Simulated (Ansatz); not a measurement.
Relaxation of BrCl2F3H2W (9 atoms, charge 0, multiplicity 1), to a largest force component of 0.03 eV/Å in at most 50 steps.

The calculation used RHF/def2-SVP (Ansatz 0.2.0).

```xyz
9
Properties=species:S:1:pos:R:3:forces:R:3
W 0.314 -0.418 -0.409 -0.11 -0.72 -0.37
F 0.058 0.694 2.429 0.25 0.07 0.17
F 1.581 -0.712 0.941 -0.03 0.02 0.04
Cl -0.263 3.379 0.803 -0.01 0.02 0.01
H -1.150 0.201 0.087 -0.02 0.00 0.01
F 0.153 -2.302 -0.540 -0.01 0.04 0.02
Cl 0.064 -0.075 -2.649 -0.04 -0.01 -0.02
Br 1.168 2.012 -0.113 0.26 0.82 -0.31
H 0.951 0.623 2.270 -0.30 -0.23 0.45
```

Q: Where does it end, and by what steps?

A: The run converged. The force dipped under the threshold on the way, but the program's further checks kept it going. After 34 steps the energy has fallen by 0.418 eV; F2 moved furthest, 1.32 Å.

| step | energy less start (eV) | largest force component (eV/Å) | accepted |
| --- | --- | --- | --- |
| 0 | 0.0000 | 0.815 | yes |
| 2 | -0.2098 | 2.420 | yes |
| 4 | -0.3072 | 1.346 | yes |
| 6 | -0.3673 | 0.113 | yes |
| 8 | -0.3718 | 0.311 | yes |
| 10 | -0.3764 | 0.031 | yes |
| 12 | -0.3784 | 0.253 | yes |
| 14 | -0.3812 | 0.082 | yes |
| 16 | -0.3864 | 0.217 | yes |
| 18 | -0.3934 | 0.150 | yes |
| 20 | -0.3971 | 0.171 | yes |
| 22 | -0.4017 | 0.265 | yes |
| 24 | -0.4087 | 0.036 | yes |
| 26 | -0.4130 | 0.101 | yes |
| 28 | -0.4155 | 0.170 | yes |
| 30 | -0.4169 | 0.018 | yes |
| 32 | -0.4175 | 0.124 | yes |
| 34 | -0.4179 | 0.023 | yes |

```xyz
9
Properties=species:S:1:pos:R:3
W 0.170 -0.742 -0.771
F 0.702 0.751 3.577
F 0.550 -0.261 0.994
Cl 0.534 3.234 1.295
H -1.303 0.044 -0.682
F 0.387 -2.578 -0.510
Cl 0.417 -0.379 -2.994
Br 0.735 2.941 -0.836
H 0.685 0.390 2.747
```

Whether the end is a true minimum wasn't checked by a vibrational analysis.

Run time: 2.3 min on 4 threads of Arm Neoverse V1, on a shared host, peak memory 0.56 GiB.
